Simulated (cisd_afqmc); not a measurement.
Input (AFQMC/CISD/aug-cc-pVTZ; cisd_afqmc is a phaseless AFQMC code with CISD trial states that reads the integrals written by Ansatz):

Ansatz 0.2 input:
```python
import cisd_afqmc

open("ham.yaml", "w").write("""\
crystal:
  periodic: [false, false, false]
  atoms:
    - {symbol: Ge, position_ang: [0.00000000, 0.00000000, 0.00000000]}
basis:
  gaussian:
    orbitals: aug-cc-pVTZ
total_charge: 1
magnetization: {spin_polarized: true, initial_magnetization: 1}
correlation: {method: ccsd, electrons: outside_noble_gas, hamiltonian_folder: ham}
scf: {lower_state_search: full}
""")
rep = cisd_afqmc.ansatz("ham.yaml")
e_ccsd = rep["correlation"]["coupled_cluster"]["energy"]["hartree"]
out = cisd_afqmc.run("ham", e_ccsd, trial="CISD", walkers=200, populations=8, threads=8, dt=0.005, steps=40, early=24, settle=10, least=32,
    cut=5e-5, rank_cut=2e-4, target=0.0004, seconds=1500, seed=1, memory=17280, gpu=False)
```

Output:

```
orbitals 45, occupied [2, 1], factors 224 of 375, rank of the doubles 58 of 130
E(HF) = -2075.087925
E(CCSD) on the cut factors = -2075.139506, shift to the whole factors -0.000010
Energy of the trial state on the determinant = -2075.139376
  tau behind 7.2 of longer steps, mean of the populations' last blocks
   2.0  -2075.13884
   4.0  -2075.14053
   6.0  -2075.14045
   8.0  -2075.14040
blocks 257 (2 outliers left out), error by blocks joined: 1: 0.00002, 2: 0.00002, 4: 0.00002, 8: 0.00003, 16: 0.00003
E(AFQMC/CISD) = -2075.14045 +/- 0.00003
```

The error still grows at the longest joins of blocks, or few joins were possible, so the printed bar may be too narrow.
